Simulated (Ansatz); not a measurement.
Ansatz (a first-principles code) input (B3LYP/6-31G*):

Ansatz 0.2 input:
```yaml
crystal:
  periodic: [false, false, false]
  atoms:
    - {symbol: Al, position_ang: [-0.00000000, -0.00000000, -0.02370300]}
    - {symbol: O, position_ang: [-0.00000000, -0.00000000, -1.72887300]}
    - {symbol: F, position_ang: [0.00000000, 0.00000000, 1.57101300]}
basis:
  gaussian:
    orbitals: 6-31G*
hamiltonian:
  xc: {name: B3LYP}
total_charge: 1
magnetization: {spin_polarized: true, initial_magnetization: 1}
relax: {f_tol: 0.003, max_steps: 120}
```

From the output:

```
reference -11351.63559260 eV, -417.1649136131 hartree; 15, 14 occupied and 34, 35 virtual orbitals, 440 factors
relax step   2: F+E_penalty+E_count = -11351.63538262 eV  Δ(F+E_penalty+E_count) = -3.597e-3 eV  max|allowed force component| = 2.441e-1 eV/Å  Δτ_max = 0.0063 Å  (27 SCF iters, accepted)
these checks for a lower state are left out or cut short: starts, cluster_reference, orbital_swaps, neighbouring_geometries, increment
integrals: 0.01 GiB planned
440 factors; integrals over basis functions are off by at most 2.7e-4 eV
mean field: 0.15 GiB planned
mean field -11351.63680204 eV, -417.1649580592 hartree, gradient 1.9e-5 eV, S^2 0.753853; 0 other end points of the search recorded, 0 dependent functions left out
the calculation of the forces begins
reference -11351.63701189 eV, -417.1649657710 hartree; 15, 14 occupied and 34, 35 virtual orbitals, 440 factors
relax step   3: F+E_penalty+E_count = -11351.63680204 eV  Δ(F+E_penalty+E_count) = -1.419e-3 eV  max|allowed force component| = 6.520e-3 eV/Å  Δτ_max = 0.0071 Å  (28 SCF iters, accepted)
these checks for a lower state are left out or cut short: starts, cluster_reference, orbital_swaps, neighbouring_geometries, increment
integrals: 0.01 GiB planned
440 factors; integrals over basis functions are off by at most 2.7e-4 eV
mean field: 0.15 GiB planned
mean field evaluation 32: about -11351.6294 eV, gradient 3.7e-2 eV
mean field -11351.63680293 eV, -417.1649580920 hartree, gradient 8.2e-6 eV, S^2 0.753856; 0 other end points of the search recorded, 0 dependent functions left out
the calculation of the forces begins
reference -11351.63701278 eV, -417.1649658036 hartree; 15, 14 occupied and 34, 35 virtual orbitals, 440 factors
relax step   4: F+E_penalty+E_count = -11351.63680293 eV  Δ(F+E_penalty+E_count) = -8.913e-7 eV  max|allowed force component| = 6.899e-5 eV/Å  Δτ_max = 0.0002 Å  (22 SCF iters, accepted)
integrals: 0.01 GiB planned
440 factors; integrals over basis functions are off by at most 2.7e-4 eV
mean field: 0.15 GiB planned
mean field -11351.63680293 eV, -417.1649580920 hartree, gradient 8.2e-6 eV, S^2 0.753856; 1 other end points of the search recorded, 0 dependent functions left out
the calculation of the forces begins
reference -11351.63701278 eV, -417.1649658036 hartree; 15, 14 occupied and 34, 35 virtual orbitals, 440 factors
Total energy: -11351.63701278 eV, -417.1649658036 hartree
Atom 0 at     0.000000     0.000000    -0.020848 Å, force     0.000000     0.000000     0.000069 eV/Å
Atom 1 at    -0.000000    -0.000000    -1.742451 Å, force    -0.000000    -0.000000    -0.000061 eV/Å
Atom 2 at    -0.000000    -0.000000     1.581735 Å, force    -0.000000    -0.000000    -0.000008 eV/Å
Dipole moment:    -0.000000    -0.000000    -0.102450 e Å
```

The dipole moment of an ion depends on the origin.

The geometry given is a B3LYP-D3(BJ)/def2-TZVP minimum.
